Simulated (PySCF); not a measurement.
Sn(nBu)(Cl)3, C₄H₉Cl₃Sn, SMILES CCC[CH2][Sn]([Cl])([Cl])[Cl], singlet (GFN2-xTB optimised geometry):

```
17

C     -3.064     0.015    -0.971
C     -1.789    -0.162    -0.157
C     -0.613     0.573    -0.791
C      0.658     0.469     0.000
Sn     1.542    -1.639     0.000
Cl     0.923    -2.961     1.839
Cl     0.922    -2.864    -1.905
Cl     3.888    -1.639     0.000
H     -3.333     1.067    -1.040
H     -3.888    -0.520    -0.507
H     -2.928    -0.372    -1.978
H     -1.552    -1.228    -0.090
H     -1.945     0.209     0.858
H     -0.460     0.209    -1.811
H     -0.857     1.639    -0.867
H      1.467     1.066    -0.413
H      0.520     0.687     1.056
```

Computed with B3LYP/def2-SVP, def2 effective core potentials past Kr (PySCF 2.14.0).

Task: What are the frontier orbital energies and the dipole moment?

Result: HOMO-2 -8.56 eV, HOMO-1 -8.43 eV, HOMO -8.10 eV, LUMO -2.42 eV, LUMO+1 -0.18 eV; dipole moment 4.35 D.

On the same geometry PBE/def2-SVP, def2 effective core potentials past Kr (PySCF 2.14.0) gives HOMO-2 -7.45 eV, HOMO-1 -7.32 eV, HOMO -7.16 eV, LUMO -3.06 eV, LUMO+1 -0.82 eV; dipole moment 4.29 D.
